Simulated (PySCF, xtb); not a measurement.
TiO₂, SMILES [O]=[Ti]=[O], multiplicity 1.

xtb with GFN2-xTB at its own geometry gives an orbital gap of 1.72 eV and a dipole moment of 8.42 D.

Geometry: ωB97X-D3(BJ)/def2-TZVP. The multiplicity is an assumed one; other spin states were not compared. The isomer is the one that the SMILES or the coordinates give; other isomers of the formula were not compared.

Q: What does PBE/def2-TZVPD (PySCF) give? (Estimate from the structure and the level; the computed values follow.)

A: gap 2.30 eV (levels -5.80 and -3.50 eV), dipole 6.29 D.
